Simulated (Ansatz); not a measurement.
`C[N]([GeH3])[InH2]` + `BNC` → `B[N](C)[GeH3]` + `C[NH][InH2]` at 500 K and 1 bar (ligand exchange at a Ge–N bond).

Isolated molecules relaxed with PBE0-D4/def2-TZVP in Ansatz; ΔE leaves out vibrations. CCSD(T)/CBS adds triple-zeta CCSD(T) − MP2 to the extrapolated MP2 energy (def2 sets, frozen cores). def2 core potentials past Kr. For Ge, In outer-core shells are correlated without core-valence functions, which leaves a few kJ/mol of doubt a bond. Scalar relativity is left out up to krypton.

```
             species  CCSD(T)/CBS energy (Eh)  H − E (kJ/mol)  S (J/(mol·K))
`C[N]([GeH3])[InH2]`              -2363.46641           260.2          456.6
               `BNC`               -121.18426           231.8          309.7
     `B[N](C)[GeH3]`              -2198.49616           281.2          399.2
       `C[NH][InH2]`               -286.14916           209.9          370.3
```

H − E and S are ideal-gas, rigid-rotor, harmonic terms from PBE0-D4/def2-TZVP. 1 Eh = 2625.50 kJ/mol, R = 8.31446 J/(mol·K).

Problem. By hand: ΔE, ΔH, ΔS and ΔG.

Solution. ΔE = (-2198.49616) + (-286.14916) − (-2363.46641) − (-121.18426) = 0.00535 Eh = 14.0 kJ/mol. Δ(H − E) = 281.2 + 209.9 − 260.2 − 231.8 = -0.9, so ΔH = 13.1 kJ/mol. ΔS = 399.2 + 370.3 − 456.6 − 309.7 = 3.2 J/(mol·K). ΔG = 13.1 − 500 × (3.2)/1000 = 11.5 kJ/mol.

Problem. By hand: the equilibrium constant, and the temperature at which ΔG would vanish if ΔH and ΔS stayed fixed.

Solution. log₁₀ K = −ΔG/(RT ln 10) = -1.2. ΔG = 0 at ΔH/ΔS = 4094 K, far beyond where these terms or the molecules hold.

The number of gas molecules stays the same, so ΔS is small and ΔH decides. A doubt of 5 kJ/mol in ΔE shifts log₁₀ K by 0.5 here. These are equilibria of isolated gas molecules and say nothing of rates. Largest T1 diagnostic: 0.016 (customary marks: 0.02 for closed shells, 0.045 for open ones).
